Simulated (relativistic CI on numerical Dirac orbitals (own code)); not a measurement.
## What each ingredient does to the levels of W¹²⁺

Base calculation: Dirac-Coulomb-Breit CI, orbitals from a KLI potential per configuration, model QED (radiative potential, 1s self-energy scaled to tabulated hydrogen-like ionisation energies), unscaled Slater integrals.

Configuration list (outside the closed core [Kr] 4d10): 4f¹⁴5s², 4f¹³5s²5p, 4f¹⁴5s5p, 4f¹⁴5s5d, 4f¹³5s²5d, 4f¹⁴5s5f, 4f¹³5s²6s, 4f¹⁴5p5d, 4f¹⁴5s5g, 4f¹³5s²6p, 4f¹³5s²5f, 4f¹⁴5p6s, 4f¹⁴5s6s, 4f¹³5s²6d, 4f¹⁴5s6p, 4f¹⁴5p², 4f¹³5p³, 4f¹³5p²5d, 4f¹³5p²6s, 4f¹⁴5d², 4f¹³5p5d², 4f¹³5d³, 4f¹³5d²6s, 4f¹⁴5f², 4f¹³5p5f², 4f¹³5d5f², 4f¹³5f²6s, 4f¹⁴5p5f, 4f¹³5p²5f, 4f¹³5p5d5f, 4f¹³5p5f6s. Double excitations out of closed p, d and f shells are left out; levels of such configurations are missing from the list, as are those of other unlisted configurations, and high levels can miss mixing partners. Some configurations lack a partner that the ground configuration has and come out too high, among them 4f¹³5s²6p, 4f¹³5s²6d, 4f¹³5s²5f.

Variants: (1) QED terms removed. Shifts of the energy above 4f¹⁴5s² ¹S0, in cm⁻¹, for the lowest level and the first level of each name with at least 55 % of one term (blank where a level changes its place among those of its configuration and J or its character, or is not in the variant):

```
         Level    Base   Δ(1)
   4f¹⁴5s² ¹S0       0      0
 4f¹³5s²5p ³D3   11486   -363
 4f¹³5s²5p ³G3   29598   -435
 4f¹³5s²5p ³G5  118950   -463
 4f¹³5s²5p ³D1  129714   -538
 4f¹³5s²5p ³F4  134743   -463
 4f¹⁴5s5p ³P°0  224534  +1622
 4f¹⁴5s5p ³P°1  241845  +1619
 4f¹⁴5s5p ³P°2  333772  +1512
 4f¹⁴5s5p ¹P°1  391167  +1516
   4f¹⁴5p² ³P0  530890  +3279
4f¹³5s²5d ³P°2  538340   -220
4f¹³5s²5d ³H°5  546420   -218
4f¹³5s²5d ³P°1  556697   -285
4f¹³5s²5d ³H°6  561627   -265
4f¹³5s²5d ³H°4  562943   -282
4f¹³5s²5d ¹D°2  568402   -288
4f¹³5s²5d ³P°0  569317   -338
4f¹³5s²5d ³G°5  574159   -270
4f¹³5s²5d ³D°1  579385   -325
4f¹³5s²5d ¹P°1  595017   -252
   4f¹⁴5p² ³P1  618692  +3184
```

At this charge transitions that keep the count of f electrons are usually good to a few per cent. Levels and lines within the n = 5 or 6 shells can be off by up to 10 % or somewhat more, and those that change n by about 2 %, since core polarisation is missing. Levels that differ in their count of f electrons can be misplaced by several ten thousand cm⁻¹, since the correlation energy of f electrons is missing or only estimated; rates across such gaps can be off by orders of magnitude.

Ionisation energy from one configuration of each of the two ions, the ground ones as tabulated or assumed: base 255.131 eV. The NIST ASD value (semi-empirical) is 258.3 ± 1.2 eV.

LS names give the leading component of a level, which can be under half, so a name can repeat, a term be missing and a line seem to break the LS rules.
